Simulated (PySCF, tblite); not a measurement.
Isomers of C5H12N2O2Si, one GFN2-xTB conformer each. Single-point energies are computed at PBE0/pcSseg-1 (PySCF, gas phase, no added dispersion term), electronic only.

| SMILES | GFN2-xTB relative energy (kJ/mol) |
| --- | --- |
| C=C(O[SiH2]N(C)C)C(N)=O | 0.0 |
| COC(=O)[C@H]1CC[Si]1(N)N | 104.7 |

Conformers: `[CH2:1]=[C:2]([O:3][SiH2:4][N:5]([CH3:6])[CH3:7])[C:8]([NH2:9])=[O:10]` with C1–C2–O3–Si4 -5°, C2–O3–Si4–N5 180°, O3–Si4–N5–C6 -44°, C1–C2–C8–N9 173°, C2–C8–N9–H -178° and -3°; `[CH3:1][O:2][C:3](=[O:4])[C@H:5]1[CH2:6][CH2:7][Si:8]1([NH2:9])[NH2:10]` with C1–O2–C3–O4 -1°, O2–C3–C5–C6 156°, C7–Si8–N9–H -85° and 54°, C7–Si8–N10–H 69° and -157°, C3–C5–C6–C7 123°, C5–C6–C7–Si8 -10°, C6–C7–Si8–N9 -97°, C3–C5–Si8–C7 -125°.

What does PBE0/pcSseg-1 give for the same structures?

```tsv
SMILES	PBE0/pcSseg-1 E (Eh)	PBE0/pcSseg-1 (kJ/mol)	GFN2-xTB (kJ/mol)	point group
COC(=O)[C@H]1CC[Si]1(N)N	-746.56866	0.0	104.7	C1
C=C(O[SiH2]N(C)C)C(N)=O	-746.53648	84.5	0.0	C1
```

GFN2-xTB puts C=C(O[SiH2]N(C)C)C(N)=O lowest instead. As drawn, the lower has a four-membered ring, a C(=O)–O unit and an Si–C bond, which the higher lacks; the higher has a C(=O)–N unit, an Si–O bond and a C=C bond outside aromatic rings, which the lower lacks.

Which frontier levels, dipoles and rotational constants go with these structures?

```tsv
SMILES	HOMO (eV, PBE0/pcSseg-1)	LUMO (eV)	dipole (D)	A, B, C (MHz)
COC(=O)[C@H]1CC[Si]1(N)N	-7.10	0.63	2.66	1792, 808.0, 715.6
C=C(O[SiH2]N(C)C)C(N)=O	-6.68	-0.70	4.67	2428, 588.9, 493.5
```

What happens when harmonic zero-point energies from GFN2-xTB frequencies are added?

```json
{"SMILES": "COC(=O)[C@H]1CC[Si]1(N)N", "ZPE (kJ/mol)": "457.1", "electronic (kJ/mol)": "0.0", "with ZPE (kJ/mol)": "0.0"}
{"SMILES": "C=C(O[SiH2]N(C)C)C(N)=O", "ZPE (kJ/mol)": "443.4", "electronic (kJ/mol)": "84.5", "with ZPE (kJ/mol)": "70.8"}
```

The zero-point energies span 13.7 kJ/mol. The order is unchanged.
